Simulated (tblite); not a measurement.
Species: C4H5ClF3Ga.
Structure used (GFN2-xTB), in Å, numbered top down from 1:
```xyz
14
C4H5ClF3Ga angstrom
F     -2.4177    0.9962    1.9187
C     -1.8857    0.0152    1.2114
F     -2.3208   -1.1651    1.6280
C     -1.0444    0.1545    0.1968
F     -0.6546    1.4318   -0.1338
C     -0.4027   -0.9238   -0.6145
C      1.0684   -0.5761   -0.9234
Ga     1.7296    1.0713    0.1351
Cl     3.1000    2.3739   -0.7328
H     -0.9657   -1.0457   -1.5458
H     -0.4837   -1.8540   -0.0504
H      1.1774   -0.3059   -1.9828
H      1.6909   -1.4640   -0.7829
H      1.4083    1.2910    1.6542
```

Calculated harmonic vibrations of the isolated species, GFN2-xTB (tblite), most abundant isotopes, no scaling. This tight-binding method is rough: wavenumbers can miss measured ones by several per cent, in bad cases by 10 to 20. Modes of hydrogen on gallium can be 10 to 20 % off. One conformer, not necessarily the lowest. The optimisation stopped once no atom felt more than 0.01 eV/Å.

Lowest wavenumbers of the output (negative numbers stand for imaginary wavenumbers):
```
mode    cm-1
  1     -58.9
  2      34.2
  3      44.2
  4      96.7
  5     122.3
  6     165.3
  7     173.8
  8     283.4
```

Is this structure a minimum?

Not by this Hessian. 1 mode is imaginary beyond 20i (59i cm⁻¹), so at this level the point lies at or near a first-order saddle. The curvature is small, so loose convergence or finite differences may be the whole cause.

Which atoms move in the imaginary mode?

59i: C7 (chain CH2 carbon) 22 %, C6 (allylic carbon) 14 %, H13 (methylene hydrogen) 14 %, H12 (methylene hydrogen) 13 %. These are shares of the mass-weighted motion.

What is the remedy?

Step along that mode in both directions, optimise again with tighter thresholds and repeat the frequencies. The zero-point energy of this point (49.3 kcal/mol) counts the 35 real modes alone, and thermal corrections from it aren't those of a minimum.

Hardware: an Arm Neoverse N1 with one thread, no GPU (shared host). Cost: 0.96 s. This covers the Hessian and the dipole derivatives.
